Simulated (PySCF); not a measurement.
Compound: Ti(NH2)Cl3 (singlet state).
Geometry (PBE0-D3(BJ)/def2-SVP, Å), atoms numbered from 1 in this order:
```
atom  x, y, z in Å
Ti1    0.0258    0.0298   -0.6693
N2     0.0091   -0.0476    1.1496
H3     0.7631   -0.4403    1.7106
H4    -0.7691    0.2643    1.7280
Cl5    2.1139    0.0262   -1.2733
Cl6   -1.0860    1.8123   -1.2460
Cl7   -0.9649   -1.7468   -1.4682
```

Level of theory: PBE0-D3(BJ)/def2-SVP geometry optimisation, gas phase (PySCF 2.14.0).

Task: Which atoms are bound to Ti1, and at what distances?

Result: 4 atoms: N2 1.821 Å, Cl5 2.174 Å, Cl6 2.179 Å, Cl7 2.185 Å. The nearest atom not counted as bound is H3, at 2.54 Å (others tie with it).

Task: List the angles at Ti1.

Result: 
| angle | degrees | distance of the outer atoms (Å) |
| --- | --- | --- |
| Cl5–Ti1–Cl6 | 114.7 | 3.66 |
| Cl6–Ti1–Cl7 | 109.7 | 3.57 |
| Cl5–Ti1–Cl7 | 109.4 | 3.56 |
| N2–Ti1–Cl7 | 109.1 | 3.27 |
| N2–Ti1–Cl6 | 107.1 | 3.22 |
| N2–Ti1–Cl5 | 106.6 | 3.21 |

Task: What is the shape at Ti1?

Result: Distorted tetrahedral: angles from 106.6° to 114.7°; τ4 = (360° − α − β)/141° = 0.96 with α and β the two widest (0 for a square, 1 for a tetrahedron).

Task: What are the other bond lengths?

Result: N2–H3, N2–H4 1.019 Å.

Task: What are the rotational constants (commonest isotopes, rigid rotor)?

Result: A = 1618, B = 1529, C = 1113 MHz: an asymmetric top.

Point group: near Cs, missed by 0.12 Å at most; the miss may be what the optimiser left on a soft mode. Charge 0, singlet. PBE0-D3(BJ)/def2-SVP frequencies: not computed here.

Time: 6.1 min of wall time; peak memory 0.43 GiB. Hardware: AMD EPYC, one thread (shared host). That covers the optimisation of the geometry.
